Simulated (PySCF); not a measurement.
SiFClBr2, SMILES F[Si](Cl)(Br)Br. Coordinates come from a PBE-D3(BJ)/def2-SVP optimisation.

### Question
Give the equilibrium geometry at PBE-D3(BJ)/def2-SVP (PySCF confirms it by a frequency run) as a Z-matrix, and its point group. (An estimate is asked for; the answer gives what the named calculation found.)

### Answer
point group Cs.
```
Si
F 1 1.6228
Cl 1 2.0495 2 107.85
Br 1 2.2056 2 108.30 3 -119.74
Br 1 2.2056 2 108.30 3 119.74
```
Charge 0, spin multiplicity 1.
